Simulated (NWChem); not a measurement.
System meant: C2H7BO; SMILES CBOC

NWChem input:

```
start job
memory heap 200 mb stack 900 mb global 1100 mb
geometry units angstroms noautoz
  B     -0.429753     0.533219     0.001760
  H     -1.632132     0.323487     0.003431
  C      0.156071     1.984754     0.002902
  H     -0.212243     2.539641     0.883012
  H     -0.216023     2.543461    -0.873165
  H      1.255351     2.010492     0.000734
  O      0.404296    -0.525192    -0.000165
  C     -0.038474    -1.856679    -0.001278
  H      0.345702    -2.370765    -0.896206
  H      0.355972    -2.375353     0.886482
  H     -1.139434    -1.921175     0.004810
end
basis spherical
  * library def2-svp
end
dft
  xc b3lyp
  iterations 4
  mulliken
end
task dft energy
```

End of the output:

```
    Atom       Charge   Shell Charges
 -----------   ------   -------------------------------------------------------
    1 B    5     5.08   1.96  0.53  0.26  1.42  0.63  0.28
    2 H    1     1.06   0.65  0.38  0.03
    3 C    6     6.13   1.96  0.57  0.31  1.90  1.33  0.05
    4 H    1     0.95   0.62  0.26  0.07
    5 H    1     0.95   0.62  0.26  0.07
    6 H    1     0.96   0.63  0.27  0.07
    7 O    8     8.00   1.97  0.87  0.54  2.74  1.85  0.02
    8 C    6     5.91   1.96  0.58  0.30  1.84  1.11  0.12
    9 H    1     0.98   0.65  0.27  0.06
   10 H    1     0.98   0.65  0.27  0.06
   11 H    1     0.98   0.65  0.27  0.06

 center of mass
 --------------
 x =   0.02926967 y =  -0.00668719 z =  -0.00003787

 moments of inertia (a.u.)
 ------------------
         469.969924157462          -0.000000000000          -0.000000000000
          -0.000000000000          49.900474916253           0.000000000000
          -0.000000000000           0.000000000000         497.332370306220

     Multipole analysis of the density
     ---------------------------------

     L   x y z        total         alpha         beta         nuclear
     -   - - -        -----         -----         ----         -------
     0   0 0 0     -0.000000    -16.000000    -16.000000     32.000000

     1   1 0 0     -0.135242     -0.067621     -0.067621     -0.000000
     1   0 1 0     -0.411275     -0.205638     -0.205638     -0.000000
     1   0 0 1     -0.000155     -0.000078     -0.000078     -0.000000

     2   2 0 0    -20.867632    -25.166631    -25.166631     29.465630
     2   1 1 0      0.161392     -1.365615     -1.365615      2.892621
     2   1 0 1      0.001036      0.001380      0.001380     -0.001723
     2   0 2 0    -17.123312   -151.347619   -151.347619    285.571927
     2   0 1 1      0.000625     -0.001298     -0.001298      0.003222
     2   0 0 2    -18.822115    -15.001817    -15.001817     11.181518

 ------------------------------------------------------------------------
 dft energy failed                                                                                  0
 ------------------------------------------------------------------------
 ------------------------------------------------------------------------
  current input line :
    24: task dft energy
 ------------------------------------------------------------------------
 ------------------------------------------------------------------------
 This type of error is most commonly associated with calculations not reaching convergence criteria
 ------------------------------------------------------------------------
 For more information see the NWChem manual at https://nwchemgit.github.io

0:dft energy failed:Received an Error in Communication
```

Task: What is wrong, and how is it mended?

Result: Convergence was not reached. Cause: the SCF was allowed too few iterations. This input runs:
```
start job
memory heap 200 mb stack 900 mb global 1100 mb
geometry units angstroms noautoz
  B     -0.429753     0.533219     0.001760
  H     -1.632132     0.323487     0.003431
  C      0.156071     1.984754     0.002902
  H     -0.212243     2.539641     0.883012
  H     -0.216023     2.543461    -0.873165
  H      1.255351     2.010492     0.000734
  O      0.404296    -0.525192    -0.000165
  C     -0.038474    -1.856679    -0.001278
  H      0.345702    -2.370765    -0.896206
  H      0.355972    -2.375353     0.886482
  H     -1.139434    -1.921175     0.004810
end
basis spherical
  * library def2-svp
end
dft
  xc b3lyp
  iterations 150
  mulliken
end
task dft energy
```
It converges to -180.41332 Ha (B3LYP/def2-SVP).
